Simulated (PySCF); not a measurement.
Atoms are numbered as in `[CH2:1]=[CH:2][c:3]1[n:4][cH:5][n:6][n:7]1[SiH:8]([CH3:9])[CH3:10]` (H(Xn): hydrogen on atom n). Ha(C1) is cis to C3; Hb(C1) is trans to C3.

Method: shielding tensors at PBE0/pcSseg-1 (GIAO), coordinates at the GFN2-xTB level, in PySCF 2.14 (one conformer, fast rotation and ring inversion assumed for equivalent nuclei, gas phase, relativity neglected).

Shifts are taken against calculated references (same method and geometry level): ¹³C (σ = 186.93 ppm) and ¹H (σ = 31.72 ppm) and ²⁹Si (σ = 349.16 ppm) vs TMS; ¹⁵N (σ = 267.73 ppm) vs NH3.

| atoms | nucleus | count | Hirshfeld charge | δ (ppm) |
| --- | --- | --- | --- | --- |
| N4 | ¹⁵N | 1 | -0.20 | 287.5 |
| C1 | ¹³C | 1 | -0.07 | 129.7 |
| C2 | ¹³C | 1 | -0.05 | 128.8 |
| C3 | ¹³C | 1 | 0.09 | 164.9 |
| C9/C10 | ¹³C | 2 | -0.21 | -1.3 |
| C5 | ¹³C | 1 | 0.03 | ? |
| Si8 | ²⁹Si | 1 | 0.43 | ? |
| H(C2) | ¹H | 1 | 0.05 | 6.83 |
| Hb(C1) | ¹H | 1 | 0.05 | 5.92 |
| H(C9)/H(C10) | ¹H | 6 | 0.05 | 0.56 |
| Ha(C1) | ¹H | 1 | 0.05 | 7.22 |
| N6 | ¹⁵N | 1 | -0.14 | ? |
| H(Si8) | ¹H | 1 | -0.08 | ? |
| N7 | ¹⁵N | 1 | -0.06 | ? |
| H(C5) | ¹H | 1 | 0.07 | 7.99 |

**Question.** Complete the table.

**Answer.** 
- C5: 158.0 ppm, aromatic CH between two ring heteroatoms
- H(Si8): 5.53 ppm, hydrogen on a silicon bonded to 2 C, N
- N6: 338.5 ppm, pyridine-type nitrogen of an azole
- N7: 237.1 ppm, pyrrole-type ring nitrogen
- Si8: -7.0 ppm, silicon bonded to 2 C, N, H

Shifts are as computed. Against solution values, carbons near 30 ppm lie about +3 ppm off and those near 130 ppm about +5 ppm. Of 1211 compounds with measured shifts, 218 miss one by over three times the rms of a fit or turn the order of signals round; such compounds aren't used in these exercises. Experimental scales use liquid or dissolved standards, which lie at an offset from isolated NH3 (liquid NH3: subtract about 20 ppm). Unscaled 15N shifts of sp2 nitrogen come out 20 to 40 ppm too high even then.
